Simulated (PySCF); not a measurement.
# Reading the logs of faulty runs: BH8NSi2

Calculated results; nothing here was measured. They come from PySCF 2.14.0, an open-source quantum chemistry program, on an isolated molecule that a program drew, which may never have been made. The molecule is BH8NSi2 (charge 0, singlet), drawn as the SMILES string `NB([SiH3])[SiH3]`.

Each row is a Hartree-Fock (HF) and frozen-core CCSD(T) single point in the cc-pV(D+d)Z basis, meant for a local HF minimum. Run 1 is clean. Each other run has one planted mistake out of seven kinds, and not every kind appears here: one electron removed, one electron added, multiplicity raised by two, geometry at a saddle point, minimal basis STO-3G, one bond length entered in bohr, all coordinates scaled. The reference is restricted for singlets and unrestricted otherwise, and also for a bond in bohr. Adding or removing an electron swaps singlet and doublet. Electrons count all cores. HOMO and LUMO are orbital energies over both spins, the gradient is its largest component, and the lowest frequency (negative if imaginary) is given only where the gradient is small. Bond lengths are over the 11 bonds as drawn. T1 is the CCSD diagnostic: over 0.02 (restricted) or 0.045 (unrestricted) a single reference is doubtful.

Geometry of the clean run:
```xyz
12
BH8NSi2, angstrom
N    -0.5626    1.8987    0.3031
B    -0.3362    0.5267    0.2822
Si    0.7244   -0.3193    1.8200
Si   -1.0769   -0.5695   -1.2847
H    -1.0695    2.3869   -0.4083
H    -0.2358    2.5026    1.0309
H     1.1349    0.7017    2.8252
H    -0.0816   -1.3505    2.5250
H     1.9569   -0.9835    1.3200
H    -1.8012    0.2941   -2.2597
H    -2.0259   -1.6106   -0.8095
H     0.0142   -1.2639   -2.0180
```

| run | electrons | basis functions | <S^2> | HOMO (eV) | LUMO (eV) | gradient (hartree/bohr) | lowest frequency (cm^-1) | mean bond (Å) | longest bond (Å) | T1 | HF (hartree) | CCSD(T) (hartree) | mistake |
|---|---|---|---|---|---|---|---|---|---|---|---|---|---|
| 1 | 48 | 114 | 0.000 | -9.93 | 2.70 | 2.1e-05 | 61 | 1.4928 | 2.051 | 0.0151 | -661.69005 | -662.23938 | no fault |
| 2 | 48 | 114 | 0.822 | -8.77 | 1.39 | 9.2e-03 | - | 1.6131 | 2.809 | 0.0429 | -661.58115 | -662.12017 | one bond length entered in bohr |
| 3 | 48 | 114 | 2.022 | -5.33 | -1.29 | 5.2e-02 | - | 1.4928 | 2.051 | 0.0158 | -661.52979 | -662.07155 | multiplicity raised by two |
| 4 | 48 | 114 | 0.000 | -9.86 | 2.43 | 2.8e-02 | - | 1.5585 | 2.141 | 0.0163 | -661.67119 | -662.22596 | all coordinates scaled |
| 5 | 48 | 36 | 0.000 | -7.76 | 8.14 | 4.3e-02 | - | 1.4928 | 2.051 | 0.0160 | -654.00583 | -654.24357 | ? |

**Which mistake was planted in run 5, and what did it cost?**

It has 36 basis functions where the clean run has 114, with the same electrons and geometry. So the mistake is: minimal basis STO-3G. Subtracting run 1 and multiplying by 627.51 kcal/mol a hartree, the energy moved by 4821.9 kcal/mol in HF and 5017.4 kcal/mol in CCSD(T).

